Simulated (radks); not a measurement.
Values are calculated unless marked as measured or tabulated.
Tc+, configuration [Kr] 4d4.5 5s1 4f0.5 (fractional occupations, a model configuration). Level of theory: Dirac Kohn-Sham, PBEsol, spin-unpolarised, spherical densities, finite nucleus; open shells fill j = l - 1/2 first; Fermi nuclear charge, rms radius 4.4112 fm (a radial shooting solver on a logarithmic mesh with Libxc functionals).

Spin-orbit splittings of the eigenvalues, e(l+1/2) - e(l-1/2), with zeta = 2 splitting/(2l+1) and mean radii in bohr:

| shell | occ. | splitting (eV) | zeta (eV) | <r> j=l-1/2 | <r> j=l+1/2 |
|---|---|---|---|---|---|
| 2p | 6 | 118.1 | 78.76 | 0.1271 | 0.1318 |
| 3p | 6 | 19.76 | 13.18 | 0.4093 | 0.4199 |
| 3d | 10 | 3.801 | 1.520 | 0.3971 | 0.4006 |
| 4p | 6 | 2.983 | 1.988 | 1.147 | 1.177 |
| 4d | 4.5 | 0.3138 | 0.1255 | 1.604 | 1.620 |
| 4f | 0.5 | 0.00002382 | 6.806e-06 | 10.16 | 10.16 |
| 5p | 0 | 0.2904 | 0.1936 | 3.492 | 3.577 |
